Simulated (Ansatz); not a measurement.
A run for Ansatz (a program for electronic structure): U-PBE/def2-TZVPP on CH5OSb (SMILES C[O][SbH2]), a point of a bond scan (R = 3.509 Å). Elements past Kr take the def2 small-core potentials; no spin–orbit coupling.

Ansatz 0.2 input:
```yaml
crystal:
  periodic: [false, false, false]
  atoms:
    - {symbol: Sb, position_ang: [-0.39157453, 0.27290890, 0.37968144]}
    - {symbol: H, position_ang: [-1.52742713, -0.68889881, -0.50198031]}
    - {symbol: H, position_ang: [-0.42292795, 1.44227964, -0.89474065]}
    - {symbol: O, position_ang: [1.21630374, -0.67902950, -0.26409632]}
    - {symbol: C, position_ang: [1.33907823, -0.99600193, -1.63877811]}
    - {symbol: H, position_ang: [1.32964988, 1.88373580, -3.64402211]}
    - {symbol: H, position_ang: [2.29029061, -1.51456926, -1.77765726]}
    - {symbol: H, position_ang: [0.52933451, -1.65283392, -1.97851940]}
basis:
  gaussian:
    orbitals: def2-TZVPP
hamiltonian:
  xc: {name: PBE}
magnetization: {spin_polarized: true, initial_magnetization: 0}
```

The log:

```
WARN ansatz: RAYON_NUM_THREADS=1 ignored (pool sized by the plan → 1); use --threads N
Functional definition: PBE
integrals: 0.08 GiB planned
1009 factors; their error is unknown
mean field: 0.78 GiB planned
mean field evaluation 1: about -9671.3365 eV, gradient 5.6e1 eV
mean field evaluation 2: about -9387.0459 eV, gradient 1.7e2 eV
mean field evaluation 4: about -9679.5279 eV, gradient 4.0e1 eV
mean field evaluation 8: about -9689.5714 eV, gradient 1.8e1 eV
mean field evaluation 16: about -9694.8294 eV, gradient 7.8e-3 eV
mean field evaluation 32: about -9693.6364 eV, gradient 2.3e1 eV
mean field -9695.68440125 eV, -356.3098297750 hartree, gradient 2.1e-5 eV, S^2 0.978390; 3 other end points of the search recorded, 0 dependent functions left out
reference -9695.68444779 eV, -356.3098314852 hartree; 21, 21 occupied and 161, 161 virtual orbitals, 1009 factors
Total energy: -9695.68444779 eV, -356.3098314852 hartree
```

Self-consistency was reached. Its determinant has ⟨S²⟩ = 0.98, a mixture of spin states.

Cost: roughly 13 core-seconds.
